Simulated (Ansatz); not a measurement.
The lowest singlet and triplet of H3NSi (SMILES [N][SiH3]); geometries from B3LYP-D3(BJ)/def2-TZVP, each state relaxed from the structure named, with no frequency check, low spin by broken symmetry.
Singlet (charge 0, multiplicity 1):
```xyz
5

N      1.3127    -0.0078    -0.1486
Si    -0.4565     0.0027     0.0517
H     -0.9337     1.4073     0.0232
H     -0.7953    -0.6243     1.3529
H     -1.0692    -0.7663    -1.0594
```
Triplet (charge 0, multiplicity 3):
```xyz
5

N      1.318    -0.008    -0.149
Si    -0.459     0.003     0.052
H     -0.933     1.407     0.023
H     -0.795    -0.624     1.353
H     -1.069    -0.766    -1.059
```

A positive gap puts the triplet lower; no zero-point energy. R- takes a restricted singlet, here one determinant of a half-filled degenerate or near-degenerate pair, which mixes singlet states. U- takes an unrestricted singlet (broken symmetry where lower, unprojected). The triplet is unrestricted in single-reference levels. Active spaces average the two states.

Frozen-core correlation.

Codes used: Ansatz (Gaussian basis) for Hartree–Fock, density functionals and correlated methods. Values without a source in brackets are computed.

**Question.** Predict the gap E(singlet) − E(triplet), adiabatic from FIC-MRCISD+Q on SA-CASSCF(2,2)/cc-pV(T+d)Z.

**Answer.** 1.46 eV

**Question.** Estimate the gap E(singlet) − E(triplet), adiabatic that U-PBE/def2-TZVPP (spin-contaminated) returns for this input.

**Answer.** 0.47 eV

**Question.** What is the computed gap E(singlet) − E(triplet), adiabatic (R-CCSD/cc-pV(T+d)Z)?

**Answer.** 1.85 eV

Doubts at one or more of the structures used: a restricted determinant that unrestricted orbitals would lower (R-CCSD/cc-pV(T+d)Z).

Ansatz is a program for electronic structure.
